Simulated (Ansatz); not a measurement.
Geometry optimisation, Ansatz, RKS PBE/def2-SVP.

input.yaml

```yaml
crystal:
  periodic: [false, false, false]
  atoms:
    - { symbol: B, position_ang: [-0.4996, -0.1508, -0.3834] }
    - { symbol: H, position_ang: [-0.3597, -0.345, 1.1136] }
    - { symbol: O, position_ang: [-0.383, -1.3878, -0.9016] }
    - { symbol: O, position_ang: [-1.4534, 0.7376, -0.7267] }
    - { symbol: H, position_ang: [1.6287, 0.4665, 0.4809] }
    - { symbol: F, position_ang: [0.9912, 0.6241, -0.5209] }
    - { symbol: H, position_ang: [0.5142, -0.2239, 1.5413] }
    - { symbol: F, position_ang: [1.664, 0.1391, 1.6318] }
    - { symbol: H, position_ang: [-0.7716, -1.5069, -1.7663] }
    - { symbol: H, position_ang: [-1.3308, 1.6472, -0.4687] }
basis:
  gaussian: { orbitals: def2-SVP }
hamiltonian:
  xc: pbe
relax:
  f_tol: 0.15
  max_steps: 25
  restrain:
    - { distance: [0, 5], at: 1.41, k: 30.0 }
    - { distance: [4, 7], at: 0.88, k: 30.0 }
    - { distance: [6, 1], at: 0.62, k: 30.0 }
    - { distance: [0, 1], at: 2.45, k: 30.0 }
    - { distance: [4, 5], at: 2.18, k: 30.0 }
    - { distance: [6, 7], at: 2.18, k: 30.0 }
```

Launched with:

```bash
$ ansatz run input.yaml --threads 2 --pin off --max-ram 3072MiB --backend cpu --events-out ev --progress --plain --runs-dir out
```

Task: Where does it end, and by what steps?

Result: The forces met the threshold. The restraints hold the end off the free minimum. After 19 steps the energy has fallen by 1.548 eV (the restraints' own energy left out); F8 moved furthest, 0.71 Å. Joined: H2–H7, H5–F8.

```json
{"step": "0", "energy less start (eV)": "0.0000", "largest force component (eV/Å)": "1.662", "accepted": "yes"}
{"step": "1", "energy less start (eV)": "-0.3248", "largest force component (eV/Å)": "2.927", "accepted": "yes"}
{"step": "2", "energy less start (eV)": "-0.4282", "largest force component (eV/Å)": "7.622", "accepted": "yes"}
{"step": "3", "energy less start (eV)": "-0.9139", "largest force component (eV/Å)": "5.484", "accepted": "yes"}
{"step": "4", "energy less start (eV)": "-1.1725", "largest force component (eV/Å)": "2.394", "accepted": "yes"}
{"step": "5", "energy less start (eV)": "-1.3017", "largest force component (eV/Å)": "1.902", "accepted": "yes"}
{"step": "6", "energy less start (eV)": "-1.4107", "largest force component (eV/Å)": "2.307", "accepted": "yes"}
{"step": "7", "energy less start (eV)": "-1.5121", "largest force component (eV/Å)": "2.532", "accepted": "yes"}
{"step": "8", "energy less start (eV)": "-1.5008", "largest force component (eV/Å)": "2.548", "accepted": "no"}
{"step": "9", "energy less start (eV)": "-1.5252", "largest force component (eV/Å)": "2.416", "accepted": "yes"}
{"step": "10", "energy less start (eV)": "-1.5357", "largest force component (eV/Å)": "2.426", "accepted": "yes"}
{"step": "11", "energy less start (eV)": "-1.5766", "largest force component (eV/Å)": "1.815", "accepted": "no"}
{"step": "12", "energy less start (eV)": "-1.5389", "largest force component (eV/Å)": "2.484", "accepted": "yes"}
{"step": "13", "energy less start (eV)": "-1.5489", "largest force component (eV/Å)": "2.353", "accepted": "yes"}
{"step": "14", "energy less start (eV)": "-1.5442", "largest force component (eV/Å)": "2.481", "accepted": "yes"}
{"step": "15", "energy less start (eV)": "-1.5522", "largest force component (eV/Å)": "2.424", "accepted": "no"}
{"step": "16", "energy less start (eV)": "-1.5508", "largest force component (eV/Å)": "2.387", "accepted": "yes"}
{"step": "17", "energy less start (eV)": "-1.5748", "largest force component (eV/Å)": "1.961", "accepted": "no"}
{"step": "18", "energy less start (eV)": "-1.5499", "largest force component (eV/Å)": "2.433", "accepted": "yes"}
{"step": "19", "energy less start (eV)": "-1.5479", "largest force component (eV/Å)": "2.484", "accepted": "yes"}
```

```xyz
10
Properties=species:S:1:pos:R:3
B -0.313 0.129 -0.893
H -0.662 -0.028 1.532
O 0.048 -1.136 -1.216
O -1.612 0.535 -0.787
H 2.061 0.188 0.736
F 0.712 1.046 -0.737
H 0.005 -0.151 1.728
F 2.167 -0.337 1.481
H -0.725 -1.721 -1.304
H -1.681 1.475 -0.541
```

Time of the run: 25 s on 2 threads of Arm Neoverse V2, on a shared host, peak memory 0.12 GiB.
